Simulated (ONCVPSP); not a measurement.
# In (Z = 49), ONCV: configuration errors across variants

- Element: In (Z = 49)
- Generator: ONCVPSP 4.0.1
- Type: optimised norm-conserving Vanderbilt (ONCV)
- Functional: PBE
- Relativity: scalar-relativistic
- Frozen core: [Ar] 3d10
- Valence charge: 21
- Reference configuration: 4s2 4p6 4d10 5s1.5 (charge +1.5)
- Partial waves: 4s+5s: rc 1.35 bohr, ncon 3, nbas 7, qcut 7.4 1/bohr, 2 projectors; 4p: rc 1.20 bohr, ncon 3, nbas 6, qcut 11.9 1/bohr, 2 projectors, debl 3.3 Ha; 4d: rc 1.70 bohr, ncon 5, nbas 10, qcut 9.1 1/bohr, 1 projector
- Local potential: polynomial inside 1.00 bohr (lpopt 5, dvloc0 3 Ha)
- Core correction: Teter function fitted to the true core (icmod 2), fcfact 0.15

In the p channel the program set the typed energies aside and used -3.336, 0.250 Ha.

All-electron excitation energies from the reference (eV): (1) 4s2 4p6 4d10 5s2 5p1 -13.888; (2) 4s2 4p6 4d10 5s2 -8.524; (3) 4s2 4p6 4d10 5s1 10.711; (4) 4s2 4p6 4d9 5s0 95.420.

Errors AE − PS in meV (a dash: test not solved or not reliable):

| change | (1) | (2) | (3) | (4) | bound ghosts | GHOST(+) flags above zero |
| --- | --- | --- | --- | --- | --- | --- |
| base | +2.3 | +1.0 | -2.2 | -20 | none | s |
| p: rc 1.22 | +2.3 | +1.0 | -2.2 | -20 | none | s |
| d: rc 1.66 | +2.3 | +1.0 | -2.2 | -20 | none | s |
| core correction Teter function fitted to the true core (icmod 2), fcfact 0.46 | +2.3 | +1.0 | -2.2 | -21 | none | s |
| p: nproj 3 | +2.2 | +1.0 | -2.2 | -20 | none | s |

(1) Give the same row for: local potential polynomial inside 1.00 bohr (lpopt 5, dvloc0 4 Ha).

## Answers

(1) +2.3, +1.0, -2.2, -19; bound ghosts: none; GHOST(+) flags above zero: s.
